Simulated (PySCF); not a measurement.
**Spinor energies of In⁴⁺ (indium, charge +4)**

Start: [Kr] 4d9; 4d3/2 filled at m_j = -3/2, -1/2, +1/2, +3/2; 4d5/2 filled at m_j = -3/2, -1/2, +1/2, +3/2, +5/2. Calculated with PySCF 2.14 in x2c-TZVPall-2c (8s9p5d2f, 74 functions): generalised Hartree-Fock with the X2C-1e Hamiltonian and a Gaussian nucleus; one run each with spin-orbit coupling (SO) switched off, then screened by Boettger's factors.

```
spinor shell  electrons  ε, spin-free (eV)  ε, screened SO (eV)  weight of nominal j (screened SO)  rms radius, screened SO (bohr)
       1s1/2          2           -28131.1             -28128.6                              1.000                          0.0340
       2s1/2          2            -4344.8              -4344.1                              1.000                           0.139
       2p1/2          2            -3897.8              -4044.1                              1.000                           0.120
       2p3/2          4            -3897.8              -3830.8                              1.000                           0.125
       3s1/2          2            -903.18              -902.97                              1.000                           0.371
       3p1/2          2            -753.21              -780.51                              1.000                           0.365
       3p3/2          4            -753.21              -740.60                              1.000                           0.376
       3d3/2          4            -520.90              -525.75                              0.999                           0.350
       3d5/2          6            -520.90              -517.45                              0.999                           0.353
       4s1/2          2            -191.88              -191.82                              1.000                           0.903
       4p1/2          2            -144.52              -150.24                              0.988                           0.959
       4p3/2          4            -144.52              -141.82                              0.994                           0.987
       4d3/2          4            -74.320              -75.169                              0.920                            1.19
       4d5/2          5            -74.320              -73.666                              0.936                            1.20
```

```json
{"quantity": "E (hartree)", "spin-free": "-5873.81667", "screened SO": "-5875.11291"}
{"quantity": "M_J", "spin-free": "5/2", "screened SO": "5/2"}
{"quantity": "⟨J²⟩", "spin-free": "8.752", "screened SO": "8.752"}
{"quantity": "⟨L²⟩", "spin-free": "6.002", "screened SO": "6.018"}
{"quantity": "⟨S²⟩", "spin-free": "0.750", "screened SO": "0.766"}
```

Each row is a mean over spinors that exchange with the open shell spreads, by up to 6.389 eV (4p3/2).

Breit and QED terms are absent; they matter most for the inner s and p1/2 levels.

Densities and radii are taken from the X2C orbitals without a picture-change correction, which distorts them close to the nucleus.

Without spin-orbit coupling the j labels of p, d and f shells carry no meaning; the spin-free column gives the mean over the occupied spinors of each nl shell.
